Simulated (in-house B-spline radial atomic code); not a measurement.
Whole-atom quantities along the 19-electron series, configuration [Ar] 3d1. Computed with an all-electron radial atomic-structure program (B-spline basis): non-relativistic Hartree-Fock, average of the configuration, point nuclei.

| ion | Z | E/Z² (Eh) | Σ<r²> (bohr²) | n(0)/Z³ (bohr⁻³) | Lamb diamagnetic shielding (ppm) | repulsion over attraction |
| --- | --- | --- | --- | --- | --- | --- |
| Sc2+ | 21 | -1.7213 | 16.25 | 0.66717 | 1511.13 | 0.15079 |
| Ti3+ | 22 | -1.7495 | 12.977 | 0.6697 | 1600.72 | 0.14639 |
| V4+ | 23 | ? | ? | ? | ? | ? |
| Cr5+ | 24 | ? | ? | ? | ? | ? |
| Mn6+ | 25 | -1.8239 | 7.8919 | 0.67644 | 1868.35 | 0.13361 |
| Fe7+ | 26 | -1.8457 | 6.8928 | 0.67842 | 1957.39 | 0.12965 |
| Co8+ | 27 | -1.8662 | 6.0811 | 0.68029 | 2046.37 | 0.12587 |
| Ni9+ | 28 | -1.8855 | 5.4105 | 0.68205 | 2135.33 | 0.12226 |

Task: Fill in the row of V4+.

Result: E/Z² (Eh): -1.7759; Σ<r²> (bohr²): 10.775; n(0)/Z³ (bohr⁻³): 0.67209; Lamb diamagnetic shielding (ppm): 1690.05; repulsion over attraction: 0.14201.

Task: Fill in the row of Cr5+.

Result: E/Z² (Eh): -1.8006; Σ<r²> (bohr²): 9.1482; n(0)/Z³ (bohr⁻³): 0.67433; Lamb diamagnetic shielding (ppm): 1779.25; repulsion over attraction: 0.13773.

Task: With what power of Z does the column «Σ<r²> (bohr²)» change over this range?

Result: A fit of the logarithm of its size against log Z from Z = 21 to 28 has slope -3.78. Unscreened non-relativistic hydrogenic orbitals would give -2.
